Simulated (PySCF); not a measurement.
H$_{7}$O$_{7}$Si$_{2}$, charge +1, singlet, at a GFN2-xTB geometry. Base run: DF-M062X/6-31G in PySCF.

Input for PySCF:
```python
from pyscf import gto, scf, dft

mol = gto.M(
    atom='''
O     2.323233   -1.307642    0.954047
Si    1.383350   -0.656762   -0.165421
O     0.342572   -1.847028   -0.637380
O     2.028803    0.123331   -1.403627
O     0.352110    0.447253    0.488835
Si   -1.167652    0.893471    0.302426
O    -1.588365    1.730262   -0.983489
O    -1.884460    1.358001    1.638170
O    -1.885321   -0.674549   -0.186723
H     2.937890   -0.816768    1.493572
H     0.616886   -2.761417   -0.572797
H     2.764686   -0.175306   -1.932271
H    -1.471880    2.671118   -1.097057
H    -1.671614    1.085797    2.529530
H    -2.578963   -0.651592   -0.860643
H    -1.125341   -1.302794   -0.437057
''',
    basis='6-31g',
    charge=1,
    spin=0,
    verbose=4,
)

mf = dft.RKS(mol)
mf.xc = 'm062x'
mf = mf.density_fit(auxbasis='def2-universal-jkfit')
mf.kernel()
```

Each row names what was changed in the base input (with any setting that the change needs).

```
change               basis functions       E (Eh)  HOMO (eV)  HOMO-LUMO gap (eV)  core-seconds (rough)
-------------------  ---------------  -----------  ---------  ------------------  --------------------
base                             103  -1109.27736     -15.40               12.01                    20
basis = STO-3G                   [?]          [?]        [?]                 [?]                    20
basis = LANL2DZ                  [?]          [?]        [?]                 [?]                    20
basis = 3-21G                    103          [?]        [?]                 [?]                    30
basis = pcseg-0                  103  -1107.43722     -15.43               12.22                    30
basis = def2-SV(P)               148  -1109.02940     -15.04               11.99                    40
basis = def2-SVP                 169  -1109.09420     -15.01               12.05                    50
basis = cc-pVDZ                  169  -1109.67981     -14.94               11.96                    60
basis = pc-1                     169  -1109.59316     -15.25               11.86                    50
basis = pcseg-1                  169  -1109.55585     -15.29               11.82                    50
basis = cc-pV(D+d)Z              [?]          [?]        [?]                 [?]                    60
basis = 6-31+G*                  184  -1109.62242     -15.19               11.13                    40
basis = 6-311G**                 220  -1109.86970     -15.18               11.82                    70
```

### Question
Complete the blanks.

### Answer

- basis = STO-3G, basis functions: 60
- basis = STO-3G, E (Eh): -1095.70502
- basis = STO-3G, HOMO (eV): -10.75
- basis = STO-3G, HOMO-LUMO gap (eV): 12.40
- basis = LANL2DZ, basis functions: 93
- basis = LANL2DZ, E (Eh): -538.34956
- basis = LANL2DZ, HOMO (eV): -15.56
- basis = LANL2DZ, HOMO-LUMO gap (eV): 12.32
- basis = 3-21G, E (Eh): -1103.62513
- basis = 3-21G, HOMO (eV): -14.87
- basis = 3-21G, HOMO-LUMO gap (eV): 12.34
- basis = cc-pV(D+d)Z, basis functions: 179
- basis = cc-pV(D+d)Z, E (Eh): -1109.73084
- basis = cc-pV(D+d)Z, HOMO (eV): -14.95
- basis = cc-pV(D+d)Z, HOMO-LUMO gap (eV): 11.97

Totals compare only among sets that treat the same electrons; sets with core potentials leave the core out.
